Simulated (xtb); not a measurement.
Job for xtb: GFN2-xTB on C2H5Cl (a complex), monomers drawn apart or pushed together.

```
$ xtb mol.xyz --gfn 2 --sp --chrg 0 --uhf 0
8

Cl     0.30878794    -0.48083887     0.00354407
H      0.19250176    -0.28751925     1.27725835
C     -0.76726753     0.64918778     5.35663057
C      0.38918677     0.02932842     5.55755723
H     -1.70766064     0.11151415     5.35050666
H     -0.81882262     1.71901015     5.19440647
H      1.32921156     0.56760040     5.56748310
H      0.44041560    -1.03986792     5.72376885
```

The log:

```
[...]
           -------------------------------------------------
          |                Calculation Setup                |
           -------------------------------------------------



molecular fragmentation (1/2 indicates fragments):
11222222
# atoms in fragment 1/2:     2     6
 fragment masses (1/2) :       36.46       28.05
CMA distance (Bohr)    :  10.397
constraining FC (au)   :  0.0500

           -------------------------------------------------
          |                 G F N 2 - x T B                 |
           -------------------------------------------------

        Reference                      10.1021/acs.jctc.8b01176
      * Hamiltonian:
        H0-scaling (s, p, d)           1.850000    2.230000    2.230000
        zeta-weighting                 0.500000
      * Dispersion:
        s8                             2.700000
        a1                             0.520000
        a2                             5.000000
        s9                             5.000000
      * Repulsion:
        kExp                           1.500000    1.000000
        rExp                           1.000000
      * Coulomb:
        alpha                          2.000000
        third order                    shell-resolved
        anisotropic                    true
        a3                             3.000000
        a5                             4.000000
        cn-shift                       1.200000
        cn-exp                         4.000000
        max-rad                        5.000000


          ...................................................
          :                      SETUP                      :
          :.................................................:
          :  # basis functions                  23          :
          :  # atomic orbitals                  22          :
          :  # shells                           12          :
          :  # electrons                        20          :
          :  max. iterations                   250          :
          :  Hamiltonian                  GFN2-xTB          :
          :  restarted?                      false          :
          :  GBSA solvation                  false          :
          :  PC potential                    false          :
          :  electronic temp.          300.0000000     K    :
          :  accuracy                    1.0000000          :
          :  -> integral cutoff          0.2500000E+02      :
          :  -> integral neglect         0.1000000E-07      :
          :  -> SCF convergence          0.1000000E-05 Eh   :
          :  -> wf. convergence          0.1000000E-03 e    :
          :  Broyden damping             0.4000000          :
          :  net charge                          0          :
          :  unpaired electrons                  0          :
          ...................................................

 iter      E             dE          RMSdq      gap      omega  full diag
   1    -11.4359781 -0.114360E+02  0.483E+00    5.61       0.0  T
   2    -11.4495448 -0.135667E-01  0.290E+00    5.59       1.0  T
   3    -11.4505261 -0.981352E-03  0.720E-01    5.56       1.0  T
   4    -11.4509073 -0.381147E-03  0.264E-01    5.55       1.0  T
   5    -11.4510640 -0.156736E-03  0.174E-01    5.55       1.0  T
   6    -11.4512105 -0.146474E-03  0.795E-02    5.55       1.0  T
   7    -11.4512365 -0.260502E-04  0.419E-02    5.55       1.0  T
   8    -11.4512418 -0.529119E-05  0.210E-02    5.55       1.7  T
   9    -11.4512426 -0.743824E-06  0.104E-03    5.55      34.0  T
  10    -11.4512426 -0.118295E-08  0.537E-04    5.55      65.8  T
  11    -11.4512426 -0.397453E-09  0.543E-06    5.55    6512.8  T

   *** convergence criteria satisfied after 11 iterations ***

         #    Occupation            Energy/Eh            Energy/eV
      -------------------------------------------------------------
         1        2.0000           -1.0621352             -28.9022
       ...           ...                  ...                  ...
         4        2.0000           -0.5300627             -14.4237
         5        2.0000           -0.5108840             -13.9019
         6        2.0000           -0.4761428             -12.9565
         7        2.0000           -0.4393457             -11.9552
         8        2.0000           -0.4393447             -11.9552
         9        2.0000           -0.4375247             -11.9057
        10        2.0000           -0.4203407             -11.4381 (HOMO)
        11                         -0.2164348              -5.8895 (LUMO)
        12                         -0.1089942              -2.9659
        13                          0.0131005               0.3565
        14                          0.0131011               0.3565
        15                          0.0192862               0.5248
       ...                                ...                  ...
        22                          0.5664213              15.4131
      -------------------------------------------------------------
                  HL-Gap            0.2039059 Eh            5.5486 eV
             Fermi-level           -0.3183877 Eh           -8.6638 eV

 SCC (total)                   0 d,  0 h,  0 min,  0.005 sec
 SCC setup                      ...        0 min,  0.000 sec (  2.832%)
 Dispersion                     ...        0 min,  0.000 sec (  1.508%)
 classical contributions        ...        0 min,  0.000 sec (  0.605%)
 integral evaluation            ...        0 min,  0.001 sec ( 13.071%)
 iterations                     ...        0 min,  0.003 sec ( 59.457%)
 molecular gradient             ...        0 min,  0.001 sec ( 19.917%)
 printout                       ...        0 min,  0.000 sec (  2.215%)

         :::::::::::::::::::::::::::::::::::::::::::::::::::::
         ::                     SUMMARY                     ::
         :::::::::::::::::::::::::::::::::::::::::::::::::::::
         :: total energy             -11.324167485058 Eh    ::
         :: gradient norm              0.019253304614 Eh/a0 ::
         :: HOMO-LUMO gap              5.548563258177 eV    ::
         ::.................................................::
         :: SCC energy               -11.451234421438 Eh    ::
         :: -> isotropic ES            0.012812976501 Eh    ::
         :: -> anisotropic ES         -0.001263512601 Eh    ::
         :: -> anisotropic XC          0.003189985655 Eh    ::
         :: -> dispersion             -0.001779525239 Eh    ::
         :: repulsion energy           0.127066936380 Eh    ::
         :: add. restraining           0.000000000000 Eh    ::
         :: total charge               0.000000000000 e     ::
         :::::::::::::::::::::::::::::::::::::::::::::::::::::

           -------------------------------------------------
          |                Property Printout                |
           -------------------------------------------------

    * Orbital Energies and Occupations

         #    Occupation            Energy/Eh            Energy/eV
      -------------------------------------------------------------
         1        2.0000           -1.0621352             -28.9022
         2        2.0000           -0.6138858             -16.7047
         3        2.0000           -0.5539528             -15.0738
         4        2.0000           -0.5300627             -14.4237
         5        2.0000           -0.5108840             -13.9019
         6        2.0000           -0.4761428             -12.9565
         7        2.0000           -0.4393457             -11.9552
         8        2.0000           -0.4393447             -11.9552
         9        2.0000           -0.4375247             -11.9057
        10        2.0000           -0.4203407             -11.4381 (HOMO)
Note: The following floating-point exceptions are signalling: IEEE_UNDERFLOW_FLAG IEEE_DENORMAL
normal termination of xtb
        11                         -0.2164348              -5.8895 (LUMO)
        12                         -0.1089942              -2.9659
        13                          0.0131005               0.3565
        14                          0.0131011               0.3565
        15                          0.0192862               0.5248
        16                          0.0192862               0.5248
        17                          0.1256857               3.4201
        18                          0.1489226               4.0524
        19                          0.1855063               5.0479
        20                          0.1910607               5.1990
        21                          0.4209905              11.4557
        22                          0.5664213              15.4131
      -------------------------------------------------------------
                  HL-Gap            0.2039059 Eh            5.5486 eV
             Fermi-level           -0.3183877 Eh           -8.6638 eV

     #   Z          covCN         q      C6AA      α(0)
     1  17 Cl       0.844    -0.326   109.578    16.014
     2   1 H        0.844     0.326     0.642     1.256
     3   6 C        2.831    -0.079    29.969     8.971
     4   6 C        2.831    -0.079    29.969     8.971
     5   1 H        0.925     0.040     2.454     2.450
     6   1 H        0.925     0.040     2.454     2.450
     7   1 H        0.925     0.040     2.454     2.450
     8   1 H        0.925     0.040     2.454     2.450

 Mol. C6AA /au·bohr⁶  :        810.787857
 Mol. C8AA /au·bohr⁸  :      22807.650999
 Mol. α(0) /au        :         45.010076


Wiberg/Mayer (AO) data.
largest (>0.10) Wiberg bond orders for each atom

 ---------------------------------------------------------------------------
     #   Z sym  total        # sym  WBO       # sym  WBO       # sym  WBO
 ---------------------------------------------------------------------------
     1  17 Cl   0.894 --     2 H    0.894
     2   1 H    0.894 --     1 Cl   0.894
     3   6 C    3.992 --     4 C    2.035     6 H    0.978     5 H    0.978
     4   6 C    3.992 --     3 C    2.035     8 H    0.978     7 H    0.978
     5   1 H    0.998 --     3 C    0.978
     6   1 H    0.998 --     3 C    0.978
     7   1 H    0.998 --     4 C    0.978
     8   1 H    0.998 --     4 C    0.978
 ---------------------------------------------------------------------------

Topologies differ in total number of bonds
Writing topology from bond orders to xtbtopo.mol

molecular dipole:
                 x           y           z       tot (Debye)
 q only:       -0.072       0.119       0.786
   full:       -0.038       0.064       0.419       1.082
molecular quadrupole (traceless):
                xx          xy          yy          xz          yz          zz
 q only:       -0.621       0.093      -0.894       0.519      -0.755       1.515
  q+dip:        0.011       0.033      -0.185       0.379      -0.541       0.174
   full:       -0.820       0.087      -0.872       0.146      -0.195       1.691


           -------------------------------------------------
          | TOTAL ENERGY              -11.324167485058 Eh   |
          | GRADIENT NORM               0.019253304614 Eh/α |
          | HOMO-LUMO GAP               5.548563258177 eV   |
           -------------------------------------------------

------------------------------------------------------------------------
------------------------------------------------------------------------
 total:
 SCF:
```

The run finished.

Cost: around 0.06 core-seconds (rough).
